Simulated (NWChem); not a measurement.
Species: CrO$_{2}$Cl$_{2}$; SMILES [O]=[Cr](=[O])([Cl])[Cl]

Results from NWChem. Pople sets run with spherical d functions. Coordinates come from a B3LYP/6-31G* (spherical d) optimisation. Static field.

Problem. Taking PBE0/aug-cc-pVDZ as the yardstick, which of these has the fewest basis functions while keeping “isotropic polarisability (bohr³)” within 5 % of it: PBE0/def2-SVPD; PBE0/def2-SVP; PBE0/6-31G*?

Solution. PBE0/def2-SVPD.
| level | basis functions | isotropic polarisability (bohr³) | relative time (rough) |
|---|---|---|---|
| PBE0/def2-SVP | 95 | 53.8 | 1 |
| PBE0/6-31G* | 98 | 56.7 | 2 |
| PBE0/def2-SVPD | 134 | 69.4 | 3 |
| PBE0/aug-cc-pVDZ | 159 | 68.7 | 90 |

The yardstick is one finite set, not the basis-set limit.
